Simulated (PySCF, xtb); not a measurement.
C₄H₅FO, SMILES O=CC1(F)CC1. Other conformers were not sampled.

Harmonic wavenumbers (cm⁻¹) from GFN2-xTB in xtb at its own minimum, in rising order: 146, 203, 257, 369, 401, 574, 746, 794, 855, 910, 941, 970, 1058, 1065, 1066, 1143, 1226, 1333, 1364, 1394, 1451, 1768, 2797, 3094, 3097, 3110, 3127.

### Question
What does PySCF with B3LYP-D3(BJ)/def2-SVP give at its own minimum? (Estimate from the structure and the level; the computed values follow.)

### Answer
133, 234, 287, 379, 427, 586, 726, 779, 847, 931, 945, 1019, 1047, 1058, 1080, 1186, 1283, 1329, 1408, 1408, 1467, 1840, 2913, 3132, 3132, 3234, 3242. Paired by order, the mean absolute difference is 35 cm⁻¹ and the zero-point energies are 50.4 and 51.5 kcal/mol.
